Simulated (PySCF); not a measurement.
A PySCF script (with the pyscf-properties extension) for the NMR shieldings of `InChI=1S/C5H8ClFSi2/c1-2-5(6)4(7)8-3-9-5/h1,4H,3,8-9H2/t4-,5-/m1/s1`, on a GFN2-xTB geometry:

```python
import basis_set_exchange as bse
import numpy as np
from pyscf import gto, dft
from pyscf.prop import nmr

atoms = """
C     3.014076    1.665958    0.004209
C     1.985812    1.074529   -0.168295
C     0.755025    0.377188   -0.368460
Cl    0.544354    0.050080   -2.136718
Si    0.614212   -1.362078    0.458287
C    -1.248586   -1.626356    0.151599
Si   -2.027894    0.077932   -0.223007
C    -0.472771    1.184948    0.033604
F    -0.377658    1.458564    1.396503
H     3.915038    2.177723    0.166308
H     0.961198   -1.246993    1.874104
H     1.493855   -2.278235   -0.264237
H    -1.404765   -2.308098   -0.681709
H    -1.720837   -2.091948    1.012997
H    -2.538903    0.214622   -1.585880
H    -3.010162    0.482494    0.781956
H    -0.488992    2.161702   -0.461171
"""
names = dict.fromkeys(["C", "Cl", "Si", "F", "H"], "pcSseg-1")
basis = {el: gto.basis.parse(bse.get_basis(n, elements=[el], fmt="nwchem")) for el, n in names.items()}
mol = gto.M(atom=atoms, basis=basis, charge=0, verbose=0)
mf = dft.RKS(mol, xc="PBE0")
mf.grids.level = 2
mf.grids.alignment = dft.numint.BLKSIZE   # the property module wants whole blocks of grid points
mf.conv_tol = 1e-9
mf.kernel()

calc = nmr.RKS(mf)   # GIAO
C = mf.mo_coeff
Co = C[:, mf.mo_occ > 0]
resp = mf.gen_response(singlet=True, hermi=2)
def vind(x):   # induced exchange potential for any number of trial vectors
    d = np.einsum("pi,xij,qj->xpq", C, 2 * x.reshape(-1, C.shape[1], Co.shape[1]), Co, optimize=True)
    return np.einsum("xpq,pi,qj->xij", resp(d - d.transpose(0, 2, 1)), C, Co, optimize=True).ravel()
mo1, _ = nmr.rhf.solve_mo1(calc, with_cphf=vind)
sigma = calc.kernel(mo1)
for i, s in enumerate(sigma):   # ppm
    print("%2d %-2s %9.2f" % (i, mol.atom_pure_symbol(i), np.trace(s) / 3))
```

Q: What are the results?

A: 
```
 0 C     100.49
 1 C      99.85
 2 C     131.19
 3 Cl    728.60
 4 Si    360.79
 5 C     203.52
 6 Si    374.01
 7 C      90.14
 8 F     389.57
 9 H      29.27
10 H      26.95
11 H      27.09
12 H      31.34
13 H      31.60
14 H      27.01
15 H      27.27
16 H      26.66
```

These numbers come from an equivalent density-fitted implementation of the same equations, which agrees with the script to about 0.01 ppm for H and up to a few tenths of a ppm for heavy atoms, so last digits may differ.

Q: Turn these shieldings into chemical shifts. Referencing at the same level of theory: 13C (σref 186.93) and 29Si (σref 349.16) and 1H (σref 31.72) against TMS; 35Cl (σref 949.78) vs HCl; 19F (σref 170.95) vs CFCl3.

A: Averaging equivalent atoms: C 7: 96.8; C 1: 87.1; C 0: 86.4; C 2: 55.7; C 5: -16.6; Cl 3: 221; Si 4: -11.6; Si 6: -24.9; F 8: -218.6; H 16: 5.06; H 10: 4.77; H 14: 4.70; H 11: 4.63; H 15: 4.44; H 9: 2.44; H 12: 0.38; H 13: 0.11 ppm. Unscaled 19F shifts against computed CFCl3 carry errors that often reach 10 to 50 ppm.

Size and cost of the density-fitted run: 214 basis functions, 2.9 min wall time (2.3 min CPU) on 1 thread of an Intel Xeon, shared host; peak memory 1 GiB.
